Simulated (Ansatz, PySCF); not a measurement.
HOSr, SMILES [OH][Sr], multiplicity 2. Atoms are numbered in the order given.

```xyz
3

Sr     0.0000     0.0000    -0.5180
O      0.0000     0.0000     1.6050
H      0.0000     0.0000     2.5616
```
Charge 0, spin multiplicity 2.

Geometry optimised at B3LYP-D3(BJ)/def2-TZVPD. The def2 effective core potentials stand for the cores of Sr; spin–orbit coupling is left out.

Two levels are set side by side: PBE-D3(BJ)/def2-TZVPD (Ansatz, a first-principles code) and B3LYP-D3(BJ)/def2-TZVPD (Ansatz). Each level has its own optimised geometry; the coordinates shown are those of the second. Frequencies come from the Hessian of PySCF at each geometry. Differences are taken from unrounded values.

```tsv
quantity	B3LYP-D3(BJ)	PBE-D3(BJ)	PBE-D3(BJ) minus B3LYP-D3(BJ)
mean bond length (Å)	1.540	1.539	-0.001
bond Sr1–O2 (Å)	2.123	2.112	-0.011
bond O2–H3 (Å)	0.957	0.965	0.009
highest harmonic wavenumber (cm⁻¹)	3914	3815	-100
mean harmonic wavenumber (cm⁻¹)	1264	1226	-38
zero-point energy (kcal/mol)	7.23	7.01	-0.22
```
